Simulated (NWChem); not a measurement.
# C3HBFNO; SMILES C#CB(F)N=C=O

```xyz
8

C      1.8071    -2.0559     0.0000
C      0.7529    -1.4556    -0.0005
B     -0.5530    -0.6734     0.0006
F     -1.7148    -1.3187    -0.0020
N     -0.5886     0.7501     0.0046
C      0.0157     1.7974     0.0009
O      0.5167     2.8579    -0.0026
H      2.7300    -2.5930     0.0007
```
Atoms are numbered in this order, from 1.

Results from NWChem. Medium grid unless said otherwise, to which SCAN and Minnesota functionals are sensitive. The geometry was optimised at B3LYP/6-31G* (spherical d).

Among these, which level gives the lowest value of “highest occupied level (eV)”?
(A) r2SCAN/def2-TZVP
(B) CAM-B3LYP/def2-TZVP
(C) B3LYP/def2-TZVP
(D) PW6B95/def2-TZVP

B, CAM-B3LYP/def2-TZVP. Values: CAM-B3LYP/def2-TZVP -10.09; PW6B95/def2-TZVP -8.80; B3LYP/def2-TZVP -8.46; r2SCAN/def2-TZVP -7.68
